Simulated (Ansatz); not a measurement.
B(NH2tBu)Me3 (C7H20BN) was relaxed with r2SCAN-D4 (def2-SVP) in Ansatz in these states: charge +1 doublet, neutral singlet. The geometries follow in no particular order.

A:

```xyz
29

B     0.072   -0.015    1.264
N    -0.632   -0.247   -0.144
C     0.080    0.067   -1.497
C    -0.907   -0.380   -2.574
C     0.336    1.566   -1.579
C     1.373   -0.735   -1.569
H    -0.912   -1.234   -0.207
H    -1.507    0.290   -0.168
H    -1.117   -1.460   -2.514
H    -0.479   -0.184   -3.568
H    -1.859    0.173   -2.512
H    -0.589    2.151   -1.448
H     1.080    1.906   -0.847
H     0.730    1.798   -2.580
H     2.122   -0.382   -0.847
H     1.202   -1.812   -1.413
H     1.804   -0.613   -2.574
C     0.167    1.477    1.746
H    -0.634    2.152    1.408
H     1.120    1.887    1.357
H     0.251    1.556    2.841
C     1.063   -1.146    1.722
H     1.195   -1.168    2.814
H     2.062   -0.894    1.317
H     0.829   -2.167    1.381
C    -1.604   -0.608    2.464
H    -1.736   -1.638    2.119
H    -2.340    0.140    2.152
H    -1.170   -0.478    3.457
```

B:

```xyz
29

B     0.3433    0.7932   -1.1869
N    -0.2574    0.5418    0.4009
C    -0.3668   -0.7218    1.2135
C    -0.9522   -0.3360    2.5776
C    -1.3012   -1.6988    0.5043
C     1.0219   -1.3289    1.3937
H     0.2899    1.2129    0.9504
H    -1.1939    0.9569    0.3530
H    -0.2998    0.3799    3.1053
H    -1.0586   -1.2253    3.2173
H    -1.9507    0.1202    2.4699
H    -2.2873   -1.2442    0.3141
H    -0.8853   -2.0240   -0.4574
H    -1.4547   -2.5853    1.1383
H     1.4399   -1.6608    0.4350
H     1.7224   -0.6035    1.8387
H     0.9586   -2.1962    2.0686
C    -0.5525   -0.0492   -2.2436
H    -1.6449    0.0573   -2.0990
H    -0.3290   -1.1301   -2.2851
H    -0.3448    0.3390   -3.2569
C     1.9263    0.4415   -1.2230
H     2.3547    0.8788   -2.1428
H     2.1651   -0.6358   -1.2638
H     2.5068    0.8761   -0.3862
C     0.0811    2.3987   -1.3160
H     0.6356    3.0063   -0.5730
H    -0.9864    2.6879   -1.2411
H     0.4202    2.7495   -2.3060
```

Problem. Judge from the bond lengths which geometry belongs to which state (an estimate).

Solution. A is the charge +1 doublet (B1–C26 2.145 Å, B1–N2 1.591 Å, N2–C3 1.560 Å); B is the neutral singlet (B1–C26 1.632 Å, B1–N2 1.716 Å, N2–C3 1.506 Å).
